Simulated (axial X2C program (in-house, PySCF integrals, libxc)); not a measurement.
# Basis sets for KAs

Computed with an in-house all-electron X2C program for linear molecules (integrals from PySCF), spin-free (one-electron X2C) or two-component (2c: spin–orbit coupling with atomic mean-field Coulomb and Gaunt terms, which also bring small scalar terms), in Dyall basis sets with cores contracted in-house; open shells are unrestricted.

```tsv
Hamiltonian	level	Dyall basis	state	Re (Å)	ωe (cm⁻¹)	De (eV)
spin-free	PBE0	As v3z, K v3z	M_S = 1, Λ = 0	3.118	167.0	1.24
2c	PBE0	As v3z, K v3z	Ω = 1	3.118	166.8	1.24
```

In the other basis sets:

```
Hamiltonian  level      Dyall basis           state  Re (Å)  ωe (cm⁻¹)  De (eV)
  spin-free   PBE0  As cv3z, K cv3z  M_S = 1, Λ = 0   3.108      167.9     1.26
         2c   PBE0  As cv3z, K cv3z           Ω = 1   3.107      167.7     1.25
```

Question: How far does the basis move Re and ωe?

Answer: PBE0 spin-free, As v3z, K v3z to As cv3z, K cv3z: ΔRe -0.010 Å, Δωe 0.9 cm⁻¹; PBE0 2c, As v3z, K v3z to As cv3z, K cv3z: ΔRe -0.011 Å, Δωe 0.9 cm⁻¹.

Each entry is the lowest single determinant of a limited PBE0 search at one distance. De goes to single-determinant-based atoms at the same level (for ions the charge split of lowest energy) and is withheld (n/a) where an atom does not fit its ground term or J level. Main or longest-lived isotopes. One determinant is a doubtful description, or other states lie close, for KAs; these need not be ground states, and all values refer to the states named. Some open-shell Ω = 0 determinants are out of reach, so the Ω given for KAs need not be the lowest component. With several unpaired electrons the Ω given is that of one determinant, not necessarily of the lowest component.
